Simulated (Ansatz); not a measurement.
Computed with Ansatz on PBE0-D4/def2-TZVP structures; ΔE is electronic, products minus reactants. CBS: MP2 limit from def2 TZ/QZ plus the TZ coupled-cluster correction, frozen cores. This one scheme is used for every species, atoms too. Functionals use def2-TZVPP. No spin–orbit coupling; open shells (•) take unrestricted orbitals. Spin–orbit coupling would lower the free atoms: a little for B, C, O, S. Each species was taken in one conformer, which may not be the lowest.

Reaction (atomization): `CB(O)S` → B• + C• + 5 H• + O• + S•

```csv
species,PBE0 energy (Eh)
`CB(O)S`,-539.24149
B•,-24.61828
C•,-37.80537
H•,-0.50104
O•,-75.01860
S•,-397.97374
```

Problem. Work out ΔE.

Solution. ΔE = 5 × (-0.50104) + (-24.61828) + (-37.80537) + (-75.01860) + (-397.97374) − (-539.24149) = 1.32030 Eh = +828.5 kcal/mol. CCSD(T)/CBS gives +827.9 kcal/mol.

Largest T1 diagnostic among the species: 0.014.

At CCSD(T), def2-SVP lies −39.6 kcal/mol from the extrapolated value and def2-TZVPP −20.0 kcal/mol: correlation converges slowly with the basis, and small sets miss more of it in the bonded molecule than in its fragments. The D4 term adds +6.0 kcal/mol with B3LYP and +3.1 kcal/mol with PBE0; it sums over pairs of atoms, weighted by their polarisabilities, and B3LYP, whose exchange is more repulsive, gets the larger term. Leaving LDA and LC-ωPBE aside and taking each functional with its dispersion term where it has one, the values, not all of them listed here, spread over 39.5 kcal/mol, from BHLYP-D4 to PBE-D4. LDA lies +105.8 kcal/mol from PBE without D4, its usual overbinding.

B3LYP here is the variant with VWN-RPA as its local correlation; programs differ in this.

For atomizations the MP2-based limit and the directly extrapolated one differ by several kJ/mol either way, and by 10 to 25 for some Ge, Se and Sn compounds, so smaller differences from it don't rank the levels.
